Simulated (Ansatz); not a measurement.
The cluster HgF2⁺. Charge 1, multiplicity 2. Geometry PBE-D4/def2-TZVP, basis def2-TZVP, Ansatz.

```xyz
3

Hg   -0.0265   -0.8915    0.8528
F     1.0497    0.5810   -0.2529
F    -1.0232    0.3105   -0.5999
```

```json
{"run": "A", "HOMO (eV)": "-16.93", "LUMO (eV)": "-12.66"}
{"run": "B", "HOMO (eV)": "-15.64", "LUMO (eV)": "-13.54"}
{"run": "C", "HOMO (eV)": "-16.75", "LUMO (eV)": "-13.07"}
{"run": "D", "HOMO (eV)": "-15.29", "LUMO (eV)": "-14.05"}
```

In the def2 sets Hg takes a core potential; there is no spin–orbit coupling. B3LYP takes the VWN-RPA correlation. Another isomer (doublet) lies 0.97 eV lower at PBE0-D4/def2-TZVP; other spin states weren't run for this one.

HOMO and LUMO are taken over both spins.

Q: The runs used B3LYP, PBE, PBE0, r2SCAN. Estimate which is which.

A: A PBE0 (25 % exact exchange); B r2SCAN (0 % exact exchange); C B3LYP (20 % exact exchange); D PBE (0 % exact exchange). Exact exchange lowers occupied and raises empty levels; among semilocal functionals meta-GGAs tend to open the gap a little, and such runs are hard to tell apart. The gap grows from 1.23 eV (PBE) to 4.27 eV (PBE0).
